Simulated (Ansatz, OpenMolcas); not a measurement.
# How basis sets differ on TiO2 (titanium dioxide)

The species is TiO2 (3 atoms), meant as a singlet with charge 0. SMILES: `[O]=[Ti]=[O]`. The coordinates come from a PBE0-D4/def2-TZVP relaxation.

```csv
atom,x (Å),y (Å),z (Å)
O,0.9210,0.9288,0.4446
Ti,0.1350,-0.4920,0.3316
O,-1.0561,-0.4368,-0.7762
```

Quantity: the HOMO–LUMO gap, in eV. The values are calculated.

```tsv
level	kind	program	value (eV)	CPU time
HF/ANO-L-MB	Hartree–Fock	OpenMolcas	10.21	3.1 s
HF/ANO-RCC-MB (DKH2)	Hartree–Fock	OpenMolcas	10.00	3 s
HF/STO-3G	Hartree–Fock	Ansatz	9.64	0.52 s
HF/pcseg-0	Hartree–Fock	Ansatz	10.40	0.63 s
HF/3-21G	Hartree–Fock	Ansatz	9.41	0.74 s
HF/def2-SVP	Hartree–Fock	Ansatz	10.30	1.8 s
HF/pcseg-1	Hartree–Fock	Ansatz	10.26	1.2 s
HF/aug-cc-pVDZ	Hartree–Fock	Ansatz	9.96	7.7 s
HF/pcseg-2	Hartree–Fock	Ansatz	10.07	4 s
```

The values span 9.41 to 10.40 eV. A Hartree–Fock LUMO above zero doesn't converge with the basis: it sinks as sets grow more diffuse. Orbital gaps aren't excitation energies. Times are those of the runs behind each value, whatever else they computed, on shared processors of several kinds: orders of magnitude only.
